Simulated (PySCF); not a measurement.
# What a mistake does to a calculation on BH4NOSi

Calculated results; nothing here was measured. They come from PySCF 2.14.0, an open-source quantum chemistry program, on an isolated molecule that a program drew, which may never have been made. The molecule is BH4NOSi (charge 0, singlet), drawn as the SMILES string `N[Si]BO`.

Each row is a Hartree-Fock (HF) and frozen-core CCSD(T) single point in the cc-pV(D+d)Z basis, meant for a local HF minimum. Run 1 is clean. Each other run has one planted mistake out of seven kinds, and not every kind appears here: one electron removed, one electron added, multiplicity raised by two, geometry at a saddle point, minimal basis STO-3G, one bond length entered in bohr, all coordinates scaled. The reference is restricted for singlets and unrestricted otherwise, and also for a bond in bohr. Adding or removing an electron swaps singlet and doublet. Electrons count all cores. HOMO and LUMO are orbital energies over both spins, the gradient is its largest component, and the lowest frequency (negative if imaginary) is given only where the gradient is small. Bond lengths are over the 7 bonds as drawn. T1 is the CCSD diagnostic: over 0.02 (restricted) or 0.045 (unrestricted) a single reference is doubtful.

Geometry of the clean run:
```xyz
8
BH4NOSi, angstrom
N     0.4520   -2.5488    0.3237
Si   -1.2013   -2.1412    0.3073
B    -0.9317   -0.0583    0.4835
O    -1.9630    0.8137    0.5233
H     1.2178   -1.9042    0.3985
H     0.7736   -3.4962    0.2567
H     0.1606    0.4603    0.5577
H    -2.8174    0.4117    0.4655
```

| run | electrons | basis functions | <S^2> | HOMO (eV) | LUMO (eV) | gradient (hartree/bohr) | lowest frequency (cm^-1) | mean bond (Å) | longest bond (Å) | T1 | HF (hartree) | CCSD(T) (hartree) | mistake |
|---|---|---|---|---|---|---|---|---|---|---|---|---|---|
| 1 | 38 | 85 | 0.000 | -7.88 | 1.30 | 3.6e-06 | 28 | 1.3322 | 2.108 | 0.0187 | -445.28553 | -445.86693 | no fault |
| 2 | 38 | 85 | 1.070 | -8.18 | 0.65 | 1.8e-02 | - | 1.5040 | 2.553 | 0.0737 | -445.11010 | -445.66716 | one bond length entered in bohr |
| 3 | 38 | 28 | 0.000 | -5.05 | 6.48 | 6.0e-02 | - | 1.3322 | 2.108 | 0.0249 | -439.87703 | -440.08481 | minimal basis STO-3G |
| 4 | 37 | 85 | 0.784 | -16.30 | -5.94 | 6.1e-02 | - | 1.3322 | 2.108 | 0.0248 | -445.03238 | -445.59078 | ? |
| 5 | 39 | 85 | 0.763 | 0.08 | 8.04 | 5.4e-02 | - | 1.3322 | 2.108 | 0.0199 | -445.25946 | -445.84811 | ? |

**Which mistake was planted in run 4, and what did it cost?**

It counts 37 electrons, one fewer than the clean run, at the same geometry and basis. So the mistake is: one electron removed. Subtracting run 1 and multiplying by 627.51 kcal/mol a hartree, the energy moved by 158.9 kcal/mol in HF and 173.3 kcal/mol in CCSD(T).

**Which mistake was planted in run 5, and what did it cost?**

It counts 39 electrons, one more than the clean run, at the same geometry and basis. So the mistake is: one electron added. Subtracting run 1 and multiplying by 627.51 kcal/mol a hartree, the energy moved by 16.4 kcal/mol in HF and 11.8 kcal/mol in CCSD(T).

Cautions from the logs. Run 2: T1 is over the limit, so its CCSD(T) energy is less reliable; run 3: T1 is over the limit, so its CCSD(T) energy is less reliable; run 5: the HOMO is above zero, so the electron isn't bound and the energy depends on the basis.
